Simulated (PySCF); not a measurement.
## Computed vibrations of NdH3(H2O)

NdH3(H2O) (singlet in the valence; each metal's 4f electrons, 3 of them, lie in its core potential, out of spins and levels). PySCF 2.14.0, RKS PBE0, Nd lcecp-1-SVP with ECP49, H def2-SVP, O def2-SVP; non-relativistic Hamiltonian with scalar-relativistic core potentials where named; density fitting; no spin-orbit coupling. Central differences of gradients.

```xyz
7

Nd    0.1442   -0.1645    0.1645
H     0.9456    1.6128    0.9198
H    -0.9214   -1.4261    1.4261
H     0.9456   -0.9198   -1.6128
O    -1.2073    1.2927   -1.2927
H    -1.0600    2.2375   -1.1399
H    -1.0600    1.1399   -2.2375
```

Run from Python with OMP_NUM_THREADS=2. Where DIIS fails, smearing, a level shift and second-order steps follow.
It took 45 s on 2 threads of Arm Neoverse V2, with other jobs on the host.

Task: What are the harmonic wavenumbers and infrared intensities?

Result: Modes are labelled in Cs; negative numbers are unstable modes, those under 60 cm⁻¹ near the noise; a finer grid moves soft modes by up to 10 cm⁻¹.
| cm⁻¹ | km/mol | symmetry |
| --- | --- | --- |
| -137 | – | a'' |
| 87 | 690.1 | a' |
| 179 | 190.2 | a' |
| 228 | 20.8 | a'' |
| 313 | 181.0 | a' |
| 394 | 96.2 | a' |
| 497 | 44.6 | a'' |
| 578 | 88.2 | a'' |
| 587 | 120.2 | a' |
| 1338 | 1063.5 | a'' |
| 1351 | 1063.4 | a' |
| 1406 | 83.1 | a' |
| 1606 | 91.1 | a' |
| 3808 | 106.0 | a' |
| 3903 | 164.4 | a'' |

Task: Is this a minimum?

Result: No: 1 unstable; the lowest moves the atoms so:
```
Nd   0.00  0.00  0.00
H   -0.40  0.31 -0.27
H    0.00  0.09  0.09
H    0.40 -0.27  0.31
O    0.00  0.02  0.02
H    0.34 -0.06  0.20
H   -0.34  0.20 -0.06
```

An lcecp potential fixes the number of 4f electrons, so in runs with it no electron can move into or out of that shell.
